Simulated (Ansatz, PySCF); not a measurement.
Noncovalent pair: HCl (SMILES Cl) (first 2 atoms) with CH2O (SMILES C=O); geometry from B3LYP-D3(BJ)/def2-TZVP, rigid monomers moved along the line of their centres of mass till H2···O4 is 2.60 Å.
(charge 0, multiplicity 1):
```xyz
6

Cl    -0.15234    -0.05621     0.44347
H      0.14962     0.49239     1.58776
C     -0.31055     0.12031     4.73348
O      0.30777     0.96453     4.13722
H     -0.37553     0.12967     5.83433
H     -0.83567    -0.69437     4.20561
```

Interaction energies are E(AB) − E(A) − E(B) at the monomers' geometry in the complex; basis-set methods are counterpoise corrected.

Rows in 6-31G* carry no dispersion term and start afresh at each structure (6-31G* with six Cartesian d functions). MP2/6-31G* freezes PySCF's default core.

Run with Ansatz (a program for electronic structure); PySCF for 6-31G* rows, the dispersion terms. Each number belongs to the level named beside it.

### Question
Predict the interaction energy from PBE/def2-TZVPPD.

### Answer
-13 kJ/mol
